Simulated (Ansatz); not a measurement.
`[OH][AlH][SiH2]P`. The species carries charge 0 and has multiplicity 1.

```csv
atom,x (Å),y (Å),z (Å)
O1,0.143,-0.819,2.394
Al2,0.665,-1.031,0.792
Si3,0.619,0.963,-0.606
P4,-1.375,1.117,-1.693
H5,0.049,-1.538,3.017
H6,1.019,-2.493,0.276
H7,0.776,2.240,0.145
H8,1.653,0.946,-1.681
H9,-2.161,0.857,-0.537
H10,-1.389,-0.243,-2.108
```

Question: What are the harmonic wavenumbers in cm⁻¹ at PBE0-D4/def2-TZVP (Ansatz, finite differences of forces, unscaled)? (An estimate is asked.)

Answer: Computed: 22, 75, 118, 154, 344, 363, 390, 452, 472, 543, 594, 607, 696, 772, 802, 859, 916, 1090, 1902, 2194, 2209, 2393, 2405, 3950.

Question: Is this a minimum?

Answer: Yes, all 24 modes are real.

Question: Give the ideal-gas thermochemistry at 298.15 K and 1 bar (rigid rotor, harmonic oscillator; point group C1, symmetry number 1).

Answer: Zero-point energy 145.5 kJ/mol; H(298) − E = 169.8 kJ/mol; entropy 382.7 J/(mol·K), of which translation 167.3, rotation 116.5, vibration 99.0; G(298) − E = 55.7 kJ/mol. Modes under 100 cm⁻¹ are hindered rotations or soft bends, so the harmonic entropy is rough.

Question: And at 400, 500, 600, 800 and 1000 K?

Answer: 
```
T (K)  H − E (kJ/mol)  S (J/mol/K)  G − E (kJ/mol)
  400           183.5        422.2            14.7
  500           198.6        455.8           -29.3
  600           214.9        485.4           -76.4
  800           250.0        535.9          -178.6
 1000           287.8        578.0          -290.1
```

Question: Rotational constants (cm⁻¹)?

Answer: 0.2058, 0.04491, 0.04153.
